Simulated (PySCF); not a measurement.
Mapped SMILES: `[CH3:1][c:2]1[cH:3][cH:4][c:5]([SH:6])[cH:7][c:8]1[CH3:9]`; H(Xn) means a hydrogen on atom n.

Single conformer, gas phase, one averaged value for each set of equivalent atoms, relativity neglected. Geometry: PBE0-D3(BJ)/def2-SVP; shieldings: GIAO PBE0/pcSseg-1; PySCF 2.14.0 with density-fitted response routines.

**Question.** List the cross peaks expected in HSQC, COSY and HMBC spectra.

**Answer.** 

HSQC (one-bond C–H):
```csv
δH,δC
7.00 (H(C3)),135.3 (C3)
6.97 (H(C7)),130.9 (C7)
6.79 (H(C4)),128.9 (C4)
2.16 (H(C9)),22.3 (C9)
2.11 (H(C1)),21.4 (C1)
```

COSY cross peaks (H two or three bonds apart, from the bond graph; peaks can be absent where the dihedral angle is near 90°):
```csv
δH,δH
7.00 (H(C3)),6.79 (H(C4))
```

HMBC (two and three bonds, from the bond graph):
```csv
δH,δC
7.00 (H(C3)),"142.5 (C8), 139.3 (C5), 136.6 (C2), 128.9 (C4), 21.4 (C1)"
6.97 (H(C7)),"142.5 (C8), 139.3 (C5), 136.6 (C2), 128.9 (C4), 22.3 (C9)"
6.79 (H(C4)),"139.3 (C5), 136.6 (C2), 135.3 (C3), 130.9 (C7)"
2.16 (H(C9)),"142.5 (C8), 136.6 (C2), 130.9 (C7)"
2.11 (H(C1)),"142.5 (C8), 136.6 (C2), 135.3 (C3)"
```

δ = σ(ref) − σ, references computed at the same level: ¹H (σref 31.27) and ¹³C (σref 184.41) against TMS.

Short H···H contacts in this conformer between protons four or more bonds apart (candidates for NOE cross peaks, intensity ∝ r⁻⁶): H(C7)···H(C9) 2.33 Å, H(C1)···H(C3) 2.35 Å, H(C1)···H(C9) 2.45 Å.

OH/NH shifts are gas-phase values; hydrogen bonding in solution moves them, usually downfield. Shifts are as computed. Against solution values, carbons near 30 ppm lie about +2 ppm off and those near 130 ppm about +5 ppm; carbons on S a further +3 ppm. Of 1211 compounds with measured shifts, 218 miss one by over three times the rms of a fit or turn the order of signals round; such compounds aren't used in these exercises.
